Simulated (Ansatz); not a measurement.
Ansatz (a first-principles code) input (B3LYP-D3(BJ)/def2-TZVP):

Ansatz 0.2 input:
```yaml
crystal:
  periodic: [false, false, false]
  atoms:
    - {symbol: Nb, position_ang: [-0.09995977, 0.06261647, 0.10353351]}
    - {symbol: O, position_ang: [-1.17546047, -1.25676032, -0.34728784]}
    - {symbol: O, position_ang: [-0.21364113, 1.40606345, -1.02912861]}
    - {symbol: F, position_ang: [1.69012927, -0.41796668, 0.75182862]}
basis:
  gaussian:
    orbitals: def2-TZVP
hamiltonian:
  xc: b3lyp
  dispersion: d3bj
total_charge: -1
magnetization: {spin_polarized: true, initial_magnetization: 1}
phonons: {temperatures: {t_min: 298.15, t_max: 298.15, t_step: 100}}
```

Output:

```
Functional definition: B3LYP
integrals: 0.04 GiB planned
829 factors; their error is unknown
mean field: 0.57 GiB planned
mean field evaluation 1: about -8361.7892 eV, gradient 4.9e1 eV
mean field evaluation 2: about -8115.4358 eV, gradient 2.4e2 eV
mean field evaluation 4: about -8370.8603 eV, gradient 6.5e0 eV
mean field evaluation 8: about -8371.0432 eV, gradient 1.6e-1 eV
mean field evaluation 16: about -8371.0792 eV, gradient 2.4e-3 eV
mean field -8371.07919587 eV, -307.6314863270 hartree, gradient 5.5e-5 eV, S^2 0.753402; 0 other end points of the search recorded, 0 dependent functions left out
the calculation of the forces begins
reference -8371.07945713 eV, -307.6314959280 hartree; 20, 19 occupied and 113, 114 virtual orbitals, 829 factors
these checks for a lower state are left out or cut short: stability, starts, cluster_reference, orbital_swaps, neighbouring_geometries, increment
integrals: 0.04 GiB planned
829 factors; their error is unknown
mean field: 0.57 GiB planned
mean field -8371.07910047 eV, -307.6314828210 hartree, gradient 2.8e-6 eV, S^2 0.753414; 0 other end points of the search recorded, 0 dependent functions left out
the calculation of the forces begins
reference -8371.07936169 eV, -307.6314924207 hartree; 20, 19 occupied and 113, 114 virtual orbitals, 829 factors
these checks for a lower state are left out or cut short: stability, starts, cluster_reference, orbital_swaps, neighbouring_geometries, increment
integrals: 0.04 GiB planned
829 factors; their error is unknown
mean field: 0.57 GiB planned
mean field evaluation 32: about -8371.0445 eV, gradient 3.8e-4 eV
mean field -8371.07910051 eV, -307.6314828227 hartree, gradient 2.6e-6 eV, S^2 0.753390; 0 other end points of the search recorded, 0 dependent functions left out
the calculation of the forces begins
reference -8371.07936180 eV, -307.6314924248 hartree; 20, 19 occupied and 113, 114 virtual orbitals, 829 factors
these checks for a lower state are left out or cut short: stability, starts, cluster_reference, orbital_swaps, neighbouring_geometries, increment
integrals: 0.04 GiB planned
829 factors; their error is unknown
mean field: 0.57 GiB planned
mean field -8371.07906328 eV, -307.6314814545 hartree, gradient 2.8e-6 eV, S^2 0.753412; 0 other end points of the search recorded, 0 dependent functions left out
the calculation of the forces begins
reference -8371.07932454 eV, -307.6314910553 hartree; 20, 19 occupied and 113, 114 virtual orbitals, 829 factors
these checks for a lower state are left out or cut short: stability, starts, cluster_reference, orbital_swaps, neighbouring_geometries, increment
integrals: 0.04 GiB planned
829 factors; their error is unknown
mean field: 0.57 GiB planned
mean field -8371.07906047 eV, -307.6314813509 hartree, gradient 2.7e-6 eV, S^2 0.753393; 0 other end points of the search recorded, 0 dependent functions left out
the calculation of the forces begins
reference -8371.07932173 eV, -307.6314909521 hartree; 20, 19 occupied and 113, 114 virtual orbitals, 829 factors
these checks for a lower state are left out or cut short: stability, starts, cluster_reference, orbital_swaps, neighbouring_geometries, increment
integrals: 0.04 GiB planned
829 factors; their error is unknown
mean field: 0.57 GiB planned
mean field -8371.07912824 eV, -307.6314838414 hartree, gradient 2.7e-6 eV, S^2 0.753389; 0 other end points of the search recorded, 0 dependent functions left out
the calculation of the forces begins
reference -8371.07938944 eV, -307.6314934406 hartree; 20, 19 occupied and 113, 114 virtual orbitals, 829 factors
these checks for a lower state are left out or cut short: stability, starts, cluster_reference, orbital_swaps, neighbouring_geometries, increment
integrals: 0.04 GiB planned
829 factors; their error is unknown
mean field: 0.57 GiB planned
mean field evaluation 64: about -8371.0792 eV, gradient 4.8e-4 eV
mean field -8371.07916463 eV, -307.6314851791 hartree, gradient 2.8e-6 eV, S^2 0.753416; 0 other end points of the search recorded, 0 dependent functions left out
the calculation of the forces begins
reference -8371.07942594 eV, -307.6314947819 hartree; 20, 19 occupied and 113, 114 virtual orbitals, 829 factors
these checks for a lower state are left out or cut short: stability, starts, cluster_reference, orbital_swaps, neighbouring_geometries, increment
integrals: 0.04 GiB planned
829 factors; their error is unknown
mean field: 0.57 GiB planned
mean field -8371.07910149 eV, -307.6314828585 hartree, gradient 2.7e-6 eV, S^2 0.753388; 0 other end points of the search recorded, 0 dependent functions left out
the calculation of the forces begins
reference -8371.07936268 eV, -307.6314924571 hartree; 20, 19 occupied and 113, 114 virtual orbitals, 829 factors
these checks for a lower state are left out or cut short: stability, starts, cluster_reference, orbital_swaps, neighbouring_geometries, increment
integrals: 0.04 GiB planned
829 factors; their error is unknown
mean field: 0.57 GiB planned
mean field -8371.07913993 eV, -307.6314842710 hartree, gradient 2.8e-6 eV, S^2 0.753417; 0 other end points of the search recorded, 0 dependent functions left out
the calculation of the forces begins
reference -8371.07940125 eV, -307.6314938744 hartree; 20, 19 occupied and 113, 114 virtual orbitals, 829 factors
these checks for a lower state are left out or cut short: stability, starts, cluster_reference, orbital_swaps, neighbouring_geometries, increment
integrals: 0.04 GiB planned
829 factors; their error is unknown
mean field: 0.57 GiB planned
mean field -8371.07918012 eV, -307.6314857480 hartree, gradient 2.1e-6 eV, S^2 0.753398; 0 other end points of the search recorded, 0 dependent functions left out
the calculation of the forces begins
reference -8371.07944137 eV, -307.6314953490 hartree; 20, 19 occupied and 113, 114 virtual orbitals, 829 factors
these checks for a lower state are left out or cut short: stability, starts, cluster_reference, orbital_swaps, neighbouring_geometries, increment
integrals: 0.04 GiB planned
829 factors; their error is unknown
mean field: 0.57 GiB planned
mean field -8371.07918289 eV, -307.6314858498 hartree, gradient 2.6e-6 eV, S^2 0.753406; 0 other end points of the search recorded, 0 dependent functions left out
the calculation of the forces begins
reference -8371.07944414 eV, -307.6314954508 hartree; 20, 19 occupied and 113, 114 virtual orbitals, 829 factors
these checks for a lower state are left out or cut short: stability, starts, cluster_reference, orbital_swaps, neighbouring_geometries, increment
integrals: 0.04 GiB planned
829 factors; their error is unknown
mean field: 0.57 GiB planned
mean field evaluation 96: about -8371.0792 eV, gradient 1.1e-4 eV
mean field -8371.07916487 eV, -307.6314851878 hartree, gradient 2.5e-6 eV, S^2 0.753406; 0 other end points of the search recorded, 0 dependent functions left out
the calculation of the forces begins
reference -8371.07942621 eV, -307.6314947918 hartree; 20, 19 occupied and 113, 114 virtual orbitals, 829 factors
these checks for a lower state are left out or cut short: stability, starts, cluster_reference, orbital_swaps, neighbouring_geometries, increment
integrals: 0.04 GiB planned
829 factors; their error is unknown
mean field: 0.57 GiB planned
mean field -8371.07912258 eV, -307.6314836337 hartree, gradient 2.6e-6 eV, S^2 0.753399; 0 other end points of the search recorded, 0 dependent functions left out
the calculation of the forces begins
reference -8371.07938376 eV, -307.6314932317 hartree; 20, 19 occupied and 113, 114 virtual orbitals, 829 factors
these checks for a lower state are left out or cut short: stability, starts, cluster_reference, orbital_swaps, neighbouring_geometries, increment
integrals: 0.04 GiB planned
829 factors; their error is unknown
mean field: 0.57 GiB planned
mean field -8371.07919952 eV, -307.6314864610 hartree, gradient 1.8e-6 eV, S^2 0.753404; 0 other end points of the search recorded, 0 dependent functions left out
the calculation of the forces begins
reference -8371.07946080 eV, -307.6314960631 hartree; 20, 19 occupied and 113, 114 virtual orbitals, 829 factors
these checks for a lower state are left out or cut short: stability, starts, cluster_reference, orbital_swaps, neighbouring_geometries, increment
integrals: 0.04 GiB planned
829 factors; their error is unknown
mean field: 0.57 GiB planned
mean field -8371.07918168 eV, -307.6314858057 hartree, gradient 2.1e-6 eV, S^2 0.753400; 0 other end points of the search recorded, 0 dependent functions left out
the calculation of the forces begins
reference -8371.07944291 eV, -307.6314954056 hartree; 20, 19 occupied and 113, 114 virtual orbitals, 829 factors
Total energy: -8371.19906007 eV, -307.6358912551 hartree
Atom 0 at    -0.099960     0.062616     0.103534 Å, force     0.000475    -0.000098     0.000288 eV/Å
Atom 1 at    -1.175460    -1.256760    -0.347288 Å, force    -0.000172    -0.000128    -0.000076 eV/Å
Atom 2 at    -0.213641     1.406063    -1.029129 Å, force    -0.000068     0.000157    -0.000149 eV/Å
Atom 3 at     1.690129    -0.417967     0.751829 Å, force    -0.000236     0.000069    -0.000063 eV/Å
Dipole moment:     0.285043    -0.009762     0.363962 e Å
Vibrations: 135.35 200.24 297.99 574.40 890.98 932.11 cm⁻¹, zero-point energy 0.187902 eV
```

The spin state was set by rule; other spins were not relaxed.
